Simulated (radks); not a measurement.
Fractional charge and spin in the 6s shell of tungsten: the spin-up occupation runs from 0 to 1 and the spin-down occupation from 0 to 1; the fullest corner is W, [Xe] 4f14 5d(up 2, down 2) 6s(up 1, down 1). All-electron calculation, scalar-relativistic Kohn-Sham, SCAN, spin-polarised, spherical densities, finite nucleus; meta-GGA in the generalised Kohn-Sham scheme; Fermi nuclear charge, rms radius of each element as measured or else 0.836 A^(1/3) + 0.57 fm. Program: a radial shooting solver on a logarithmic mesh with Libxc functionals. Energy (eV) above the fullest corner. The planes named below are the two flat planes that join the four corners, with an edge along up + down = one added electron.

down \ up       0    0.25     0.5    0.75      1
0          25.019  20.427  16.196  12.313  8.807
0.25       20.427  16.325  12.580   9.170  6.131
0.5        16.196  12.580   9.308   6.369  3.777
0.75       12.313   9.170   6.369   3.879  1.724
1           8.807   6.131   3.777   1.724  0.000

Corners above the fullest one (they belong to W+ and the next ion): (up 1, down 0) 8.807 eV, (up 0, down 1) 8.807 eV, (up 0, down 0) 25.019 eV. With half an added electron in each spin the energy lies 0.501 eV from the planes, and with half an added electron in spin up alone -0.717 eV. The planes are only a guide here: the flat-plane condition holds for ground states with one frontier orbital, while this shell lies below other occupied shells, so the corners above the fullest one are inner-hole states and not the ground states of those ions.
